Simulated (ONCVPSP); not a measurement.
**What one change does to a pseudopotential (Ru (Z = 44), ONCV)**

Ru (Z = 44), optimised norm-conserving Vanderbilt (ONCV), made with ONCVPSP 4.0.1 (PBEsol, scalar-relativistic). Core [Ar] 3d10, reference 4s2 4p6 4d7 5p1. Waves: 4s: rc 1.60 bohr, ncon 4, nbas 8, qcut 8 1/bohr, 2 projectors, debl 1.9 Ha; 4p+5p: rc 1.75 bohr, ncon 3, nbas 7, qcut 7.1 1/bohr, 2 projectors; 4d: rc 2.10 bohr, ncon 4, nbas 8, qcut 8.6 1/bohr, 2 projectors, debl 3.5 Ha. Local part: polynomial inside 1.05 bohr (lpopt 5, dvloc0 6 Ha). Core correction: Teter function, fcfact 2.25, rcfact 1.3.

In the s channel the program set the typed energies aside and used -2.864, 0.250 Ha.

Change: p: qcut 5.7.

Cutoffs: the cutoffs (Ha) at which the residual kinetic energy of the hardest occupied pseudo-wave falls to 1 and 0.1 mHa per electron; they do not see the model core or the augmentation charge, which bear on the density cutoff. Errors are all-electron minus pseudo energies relative to the spin-unpolarised reference configuration.

Task: How do hardness, ghosts and transferability respond?

Result: The potential gets neither clearly harder nor softer (23 Ha and 26 Ha → 23 Ha and 26 Ha); the errors of the 4 common tests hardly move; neither file shows a bound ghost.

```tsv
quantity	base	changed
cutoff, loose	23 Ha	23 Ha
cutoff, tight	26 Ha	26 Ha
loose cutoff by channel	s 23 Ha, p 15 Ha, d 22 Ha	s 23 Ha, p 14 Ha, d 22 Ha
bound ghosts	none	none
GHOST(+) flags under 300 eV	s at 258.4 eV	s at 258.4 eV
error for 4s2 4p6 4d7 5s1 5p0, meV [ΔE -3.52 eV]	+0.6	+0.6
error for 4s2 4p6 4d7 5p0, meV [ΔE 3.78 eV]	-0.7	-0.7
error for 4s2 4p6 4d6 5p0, meV [ΔE 21.96 eV]	-0.5	-0.5
error for 4s1 4p6 4d7 5s1 5p0, meV [ΔE 79.12 eV]	-154	-157
s: phases at 1.62 bohr within 0.05 rad from the reference energy up to (Ha; the scan ends near 5)	to the end of the scan	to the end of the scan
p: phases at 1.77 bohr within 0.05 rad from the reference energy up to (Ha; the scan ends near 5)	to the end of the scan	to the end of the scan
d: phases at 2.14 bohr within 0.05 rad from the reference energy up to (Ha; the scan ends near 5)	to the end of the scan	to the end of the scan
rms error of d²Exc/dni dnj with the model core, mHa	0.53	0.50
```
